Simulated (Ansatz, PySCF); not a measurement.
Gas-phase reaction (SMILES): [CH3][Al]([CH3])[NH2] + Cl (HCl) -> [CH3][Al]([CH3])[Cl] + N (NH3); hydrogen chloride cleaves one Al-N bond, a model of a ligand-exchange step.

Structures are relaxed separately at B3LYP-D3(BJ)/def2-TZVP in Ansatz (a program for electronic structure), one conformer each, not searched for the lowest. Valence correlation only, unless marked. Spin-orbit coupling is left out. No relativistic terms. CBS(X,Y): correlation extrapolated as X^-3; Hartree-Fock from the larger set. Thermal terms are rigid-rotor harmonic-oscillator values from B3LYP-D3(BJ) frequencies (Ansatz or PySCF) at 298.15 K and 1 atm. 1 Eh = 627.5095 kcal/mol.

```
species                E, CCSD(T)/CBS(aug-cc-pV(T+d)Z,aug-cc-pV(Q+d)Z) (Ansatz) (Eh)  E, PBE/def2-TZVPD (Ansatz) (Eh)  H - E (Eh)
---------------------  -------------------------------------------------------------  -------------------------------  ----------
[CH3][Al]([CH3])[NH2]                                                     -377.68655                       -378.00000     0.10523
Cl (HCl)                                                                  -460.37804                       -460.62833     0.01000
[CH3][Al]([CH3])[Cl]                                                      -781.59154                       -782.14834     0.08066
N (NH3)                                                                    -56.50411                        -56.51037     0.03799
```

Task: Work out ΔE and ΔH at 298.15 K at the first level, then ΔH at the second.

Result: 
1. ΔE = [(-781.59154) + (-56.50411)] - [(-377.68655) + (-460.37804)] = -0.03106 Eh = -19.5 kcal/mol at CCSD(T)/CBS(aug-cc-pV(T+d)Z,aug-cc-pV(Q+d)Z).
2. The terms H - E add up to 0.00342 Eh, so ΔH = (-0.03106 + (0.00342))×627.5095 = -17.3 kcal/mol.
3. At PBE/def2-TZVPD the same steps give ΔE = -19.1 and ΔH = -16.9 kcal/mol, a shift of +0.4 from the first level.
4. These values are not checked against measurement here, since the tables used lack a sound gas-phase enthalpy of formation for at least one species.
